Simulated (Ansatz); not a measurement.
Reaction (formal exchange of groups at the Si–O bond): `O[SiH2]S` + `C[O][AlH2]` → `C[O][AlH][SiH2]S` + H₂O

Computed with Ansatz on PBE0-D4/def2-TZVP structures; ΔE is electronic, products minus reactants. CBS: MP2 limit from def2 TZ/QZ plus the TZ coupled-cluster correction, frozen cores. This one scheme is used for every species. Functionals use def2-TZVPP. HSE06 is defined as in plane-wave codes. One conformer a species, not always the lowest.

(1) Is it downhill or uphill in electronic energy at CCSD(T)/CBS, and by how much? (An estimate is asked.)

(2) What do these levels give: ωB97X-V, r2SCAN, HSE06, BHLYP, LC-ωPBE, CCSD/CBS(def2)? (Best estimate.)

Largest T1 diagnostic among the species: 0.013.

Answers

(1) Ansatz gave: Uphill: ΔE = +88.6 kJ/mol.

(2) Computed: ωB97X-V 93.4, r2SCAN 91.5, HSE06 79.6, BHLYP 107.1, LC-ωPBE 90.1, CCSD/CBS(def2) 92.4 kJ/mol.

The D4 term adds −6.9 kJ/mol with B3LYP and −4.3 kJ/mol with PBE0; it sums over pairs of atoms, weighted by their polarisabilities, and B3LYP, whose exchange is more repulsive, gets the larger term. In def2-TZVPP, CCSD(T) changes the Hartree–Fock value by −28.5 kJ/mol (the triples alone add −3.7 kJ/mol) and MP2 by −21.0 kJ/mol.

B3LYP here is the variant with VWN-RPA as its local correlation; programs differ in this.
